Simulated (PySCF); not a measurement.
Rows and methods have been separated. Pair them.

Compound: C2H7F2NSi.
Atom-mapped SMILES: `[NH2:1][SiH:2]([CH2:3][F:4])[CH2:5][F:6]` (hydrogens: H7, H8 on N1; H9 on Si2; H10, H11 on C3; H12, H13 on C5)

The closed-shell ground state was solved 7 times with PySCF (density fitting, gas phase), always with PBE0, in these basis sets: 6-311+G(2d,p), 6-31G, 6-31G*, def2-SVP, def2-TZVP, def2-TZVPD and pcSseg-2. Geometry: PBE0-D3(BJ)/def2-SVP, one conformer, isolated molecule.

```json
{"row": "P", "total energy (Eh)": "-623.7410", "HOMO (eV)": "-7.23", "LUMO (eV)": "0.76", "dipole (D)": "2.13"}
{"row": "Q", "total energy (Eh)": "-623.8500", "HOMO (eV)": "-7.30", "LUMO (eV)": "0.88", "dipole (D)": "2.04"}
{"row": "R", "total energy (Eh)": "-623.5402", "HOMO (eV)": "-7.41", "LUMO (eV)": "0.86", "dipole (D)": "2.15"}
{"row": "S", "total energy (Eh)": "-624.0504", "HOMO (eV)": "-7.68", "LUMO (eV)": "-0.17", "dipole (D)": "2.02"}
{"row": "T", "total energy (Eh)": "-624.0469", "HOMO (eV)": "-7.63", "LUMO (eV)": "0.24", "dipole (D)": "2.05"}
{"row": "U", "total energy (Eh)": "-624.0542", "HOMO (eV)": "-7.69", "LUMO (eV)": "0.01", "dipole (D)": "2.06"}
{"row": "V", "total energy (Eh)": "-624.0142", "HOMO (eV)": "-7.68", "LUMO (eV)": "-0.25", "dipole (D)": "2.06"}
```

Problem. Which basis belongs to which row?

Solution. P = 6-31G, Q = 6-31G*, R = def2-SVP, S = def2-TZVPD, T = def2-TZVP, U = pcSseg-2, V = 6-311+G(2d,p). From the lowest total energy up: pcSseg-2 (321 functions) 0 eV; def2-TZVPD (297 functions) +0.10 eV; def2-TZVP (234 functions) +0.20 eV; 6-311+G(2d,p) (212 functions) +1.09 eV; 6-31G* (102 functions) +5.56 eV; 6-31G (72 functions) +8.52 eV; def2-SVP (123 functions) +13.99 eV.

Conformer computed: `[NH2:1][SiH:2]([CH2:3][F:4])[CH2:5][F:6]`: N1–Si2–C3–F4 -57°, N1–Si2–C5–F6 -178°, H–N1–Si2–C3 31°, H–N1–Si2–C3 166°.
